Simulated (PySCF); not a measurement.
C2HFO4Si.
SMILES: `O=C1O[SiH](F)OC1=O`

Method: TDDFT B3LYP/def2-SVPD, vertical, gas phase, core orbitals frozen in the response (PySCF 2.14.0, density-fitted response routines). Geometry: GFN2-xTB; no solvent, vibrations or thermal averaging.

```csv
state,E (eV),E (kJ/mol),λ (nm),f,|μ| (D),symmetry,"main configurations (H = HOMO, L = LUMO)"
S1,4.17,402,297.7,0.0001,0.06,–,H→L (99%)
S2,5.02,484,247.1,0.0000,0.03,–,H-1→L (97%)
S3,6.82,658,181.8,0.040,1.25,A″,"H-2→L (88%), H→L+1 (8%)"
S4,7.11,686,174.4,0.0001,0.04,–,H→L+1 (88%)
S5,7.14,689,173.6,0.098,1.90,A′,H-3→L (85%)
S6,7.37,711,168.3,0.022,0.88,A′,H→L+2 (88%)
S7,7.43,717,166.9,0.0000,0.02,–,H-4→L (91%)
S8,7.69,742,161.3,0.0015,0.23,–,"H-5→L (84%), H-6→L (9%)"
```

Triplets (Tamm–Dancoff): T1 3.62 eV, H→L (98%); T2 4.57 eV, H-1→L (95%); T3 5.01 eV, H-2→L (92%).

The lowest singlet lies at 4.17 eV (298 nm, ultraviolet) and is dark (f under 0.0005); its leading configuration is HOMO→LUMO (99%). The strongest level in the table is S5 at 7.14 eV (174 nm, f = 0.098). Löwdin shares by element: HOMO oxygen 63% or more, carbon 20% (atoms not listed hold the other 17%); LUMO carbon 43%, oxygen 40% or more (atoms not listed hold the other 18%). Weighted by f, the mean energy of these states is 7.10 eV. Of the 8 states listed, 3 reach f = 0.01 and 4 stay under 0.0005. Orbital energies (eV): HOMO-3 -10.74, HOMO-2 -10.29, HOMO-1 -9.64, HOMO -8.68, LUMO -2.96, LUMO+1 -0.73, LUMO+2 -0.52. Symmetry labels in Cs follow from the direction of the transition dipole and are given only for states with f of 0.002 or more. Singlets were solved by full linear response, triplets in the Tamm–Dancoff approximation.
